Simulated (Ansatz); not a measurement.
`C#C[Si](F)(F)F` + H₂ → `F[SiH](F)F` + `C#C` at 400 K and 1 bar (hydrogenolysis of the Si–C bond).

Gas-phase electronic energies from Ansatz, PBE0-D4/def2-TZVP geometries. CBS: MP2 limit from def2 TZ/QZ plus the TZ coupled-cluster correction, frozen cores. This one scheme is used for every species.

| species | CCSD(T)/CBS energy (Eh) | H − E (kJ/mol) | S (J/(mol·K)) |
| --- | --- | --- | --- |
| `C#C[Si](F)(F)F` | -665.32575 | 106.2 | 357.4 |
| H₂ | -1.17544 | 38.0 | 139.0 |
| `F[SiH](F)F` | -589.26725 | 67.9 | 298.2 |
| `C#C` | -77.22717 | 85.5 | 213.8 |

H − E and S are ideal-gas, rigid-rotor, harmonic terms from PBE0-D4/def2-TZVP. The MP2-based limit puts H₂ 0.8 mEh under its directly extrapolated value; such offsets cancel only in part. 1 Eh = 2625.50 kJ/mol, R = 8.31446 J/(mol·K).

**Question.** By hand: ΔE, ΔH, ΔS and ΔG.

**Answer.** ΔE = (-589.26725) + (-77.22717) − (-665.32575) − (-1.17544) = 0.00677 Eh = 17.8 kJ/mol. Δ(H − E) = 67.9 + 85.5 − 106.2 − 38.0 = 9.2, so ΔH = 27.0 kJ/mol. ΔS = 298.2 + 213.8 − 357.4 − 139.0 = 15.6 J/(mol·K). ΔG = 27.0 − 400 × (15.6)/1000 = 20.8 kJ/mol.

**Question.** By hand: the equilibrium constant, and the temperature at which ΔG would vanish if ΔH and ΔS stayed fixed.

**Answer.** log₁₀ K = −ΔG/(RT ln 10) = -2.7. ΔG = 0 at ΔH/ΔS = 1731 K, though so small a ΔS makes that figure unsure.

ΔH outweighs TΔS. A doubt of 5 kJ/mol in ΔE shifts log₁₀ K by 0.7 here. These are equilibria of isolated gas molecules and say nothing of rates. Largest T1 diagnostic: 0.013 (customary marks: 0.02 for closed shells, 0.045 for open ones).
